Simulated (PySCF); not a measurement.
A structure optimised at B3LYP-D3(BJ)/def2-SVP, used in a PySCF frequency run:

```
In
N 1 2.0409
H 2 1.0196 1 115.76
H 2 1.0196 3 108.36 1 128.85
N 1 2.0409 2 127.76 3 -42.18
H 5 1.0196 1 115.76 2 42.18
H 5 1.0196 6 108.36 1 -128.85
Br 1 2.5159 2 115.33 3 152.98
```
Charge 0, spin multiplicity 1.

**Question.** Write its SMILES, formula and point group.

**Answer.** [NH2][In]([NH2])[Br], BrH4InN2, Cs

**Question.** What are its rotational constants (standard atomic weights)?

**Answer.** 4.3458, 1.2506, 0.97512 GHz
